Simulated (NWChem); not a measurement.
System: CH5MgNS; SMILES C[S][Mg][NH2]

The following NWChem deck was run.

```
start job
memory heap 200 mb stack 900 mb global 1100 mb
geometry units angstroms noautoz
  Mg    -0.018082    -1.121293    -0.100924
  N     -0.309014    -2.981188    -0.226226
  H     -0.401348    -3.632268     0.548315
  H     -0.380326    -3.527410    -1.079959
  S      0.351929     1.152888     0.068067
  C     -1.330502     1.879167     0.089749
  H     -1.885303     1.673488    -0.836687
  H     -1.209448     2.967964     0.176031
  H     -1.922135     1.536064     0.950358
end
basis spherical
  * library def2-svp
end
dft
  xc xpbe96 cpbe96
  iterations 150
  vectors input atomic output neutral.movecs
end
task dft energy
charge 1
dft
  odft
  mult 2
  vectors input atomic output cation.movecs
end
task dft energy
```

The geometry was optimised at PBE0/def2-SVP.

Ions are spin-unrestricted doublets at the neutral geometry; other ion states weren't tried.

Question: Predict the main results of this run. (PBE/def2-SVP, vertical spin-unrestricted ions.) Quantities: vertical ionisation energy, ΔSCF (eV); −ε(HOMO) (eV).

Answer: 
```
Item                                   Result
-------------------------------------  ------
vertical ionisation energy, ΔSCF (eV)    7.82
−ε(HOMO) (eV)                            4.90
```
